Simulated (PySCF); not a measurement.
C₂H₄Cl₂Si₂, SMILES C#C[Si]([SiH3])(Cl)Cl.

Coordinates come from a B3LYP-D3(BJ)/def2-SVP optimisation. The structure was generated by enumeration, and PubChem lists no compound with its InChIKey, so it may never have been made.

Two levels are set side by side: PBE/def2-TZVP (PySCF) and PBE0/def2-TZVP (PySCF). Same geometry, gas phase. Differences are taken from unrounded values.

```json
[
 {"quantity": "orbital gap (eV)", "PBE0": "7.17", "PBE": "5.13", "PBE minus PBE0": "-2.04"},
 {"quantity": "highest occupied level (eV)", "PBE0": "-8.30", "PBE": "-7.14", "PBE minus PBE0": "1.16"},
 {"quantity": "lowest empty level (eV)", "PBE0": "-1.13", "PBE": "-2.01", "PBE minus PBE0": "-0.88"},
 {"quantity": "dipole moment (D)", "PBE0": "2.11", "PBE": "1.96", "PBE minus PBE0": "-0.14"},
 {"quantity": "mean polarisability (bohr³)", "PBE0": "99.0", "PBE": "102.7", "PBE minus PBE0": "3.7"}
]
```

PBE's occupied levels lie high since its potential decays too fast outside the molecule; exact exchange lowers them and widens the gap. Loosely held outer electrons make PBE densities more polarisable. Differences between two approximate levels are no errors against the true value.

Rough cost on one machine, each run with all the roots and properties that it gave: PBE0 against PBE within a factor of 2.
